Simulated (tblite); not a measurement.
C4H9FNSi2 (doublet state).
Z-matrix (Å and degrees, GFN2-xTB geometry), rows numbered from 1:
```
F 
Si  1  1.6310
N   2  1.7189  1  103.72
C   3  1.4493  2  123.03  1    17.63
Si  4  1.9123  3  114.14  2    83.27
C   3  1.4242  2  119.07  1   177.68
C   6  1.4866  3  119.97  2    -3.79
C   7  1.3043  6   64.78  3  -108.91
H   2  1.4573  1  102.21  3  -114.50
H   4  1.0956  3  107.83  2  -153.78
H   4  1.0911  3  107.86  2   -38.66
H   5  1.4628  4  108.38  3   -50.48
H   5  1.4633  4  108.06  3  -171.85
H   5  1.4662  4  109.62  3    69.09
H   6  1.0905  3  111.55  2   145.23
H   7  1.0622  6  145.31  8   178.90
H   8  1.0620  6  146.52  7  -176.97
```

Computed values, GFN2-xTB/tblite, gas phase, harmonic and unscaled. Errors from tens to a few hundred cm⁻¹ against measured bands are possible. Modes of hydrogen on silicon can be 10 to 20 % off. One conformer, not necessarily the lowest. Open shells enter through the occupations alone, without spin polarisation, and single modes of such species can be off by tens of per cent.

Harmonic wavenumbers (cm⁻¹): 26.7, 40.6, 58.3, 100.1, 134.2, 143.9, 211.4, 254.6, 335.2, 463.3, 479.8, 501.2, 536.5, 562.4, 624.6, 678.1, 680.9, 729.2, 735.7, 751.3, 776.9, 781.6, 797.6, 804.8, 845.8, 920.9, 956.1, 1015.6, 1070.2, 1153.3, 1226.3, 1266.6, 1308.6, 1339.1, 1468.7, 1742.4, 2244.1, 2268.3, 2273.8, 2277.9, 2911.2, 2930.6, 2975.0, 3215.7, 3237.5.

A = 1472, B = 1407, C = 826.9 MHz; mass 146.026 u (most abundant isotopes); point group C1, symmetry number 1; spin multiplicity 2.

What is the zero-point energy?

Half the sum of the wavenumbers: 24928 cm⁻¹ = 71.27 kcal/mol.

Entropy at 273.15 K, 1 bar (ideal gas, RRHO, classical rotation)?

Translation 40.44, rotation 29.36, vibration 33.71, spin (R ln 2) 1.38: S = 104.9 cal/(mol K).

And Cp and H(273.15 K) − H(0)?

Cp = 39.17 cal/(mol K), of which vibrations give 31.22 (their classical limit is 45 R = 89.4); H(273.15 K) − H(0) = 6.64 kcal/mol without the zero-point energy, 4.47 from vibrations.

Blend soft modes into free rotors: weight 1/[1 + (100 cm⁻¹/ν̃)⁴] for the oscillator and the rest for a rotor with moment μB/(μ + B), μ = h/(8π²ν), B = 10⁻⁴⁴ kg m². What vibrational entropy results?

29.30 cal/(mol K) in place of 33.71, which changes −T·S at 273.15 K by +1.20 kcal/mol.

How do the functions run with temperature in this model?

| T (K) | S (cal/(mol K)) | Cp (cal/(mol K)) | H − H(0) (kcal/mol) | G − H(0) (kcal/mol) | ln q(vib) |
| --- | --- | --- | --- | --- | --- |
| 150 | 85.9 | 25.5 | 2.66 | -10.23 | 4.89 |
| 250 | 101.5 | 36.6 | 5.76 | -19.62 | 8.02 |
| 298.15 | 108.4 | 41.8 | 7.65 | -24.67 | 9.48 |
| 400 | 122.1 | 51.2 | 12.41 | -36.42 | 12.48 |
| 600 | 145.4 | 63.9 | 24.01 | -63.24 | 18.08 |
| 900 | 173.7 | 75.3 | 45.05 | -111.28 | 25.64 |

q(vib) and H(0) count from the zero-point level.

What must be added to the electronic energy to get the Gibbs energy at 273.15 K and 1 bar?

ZPE + [H(273.15 K) − H(0)] − T·S = 71.27 + 6.64 − 28.65 = 49.26 kcal/mol.

Hindered rotation and anharmonicity are outside this model. Other conformers, if any are populated, would add a mixing term that is left out. The structure is chiral; the term R ln 2 for an equal mix with its mirror image is left out.

The run took 0.73 s on an Arm Neoverse V1 with one thread, on a shared host. This covers the Hessian and the dipole derivatives.
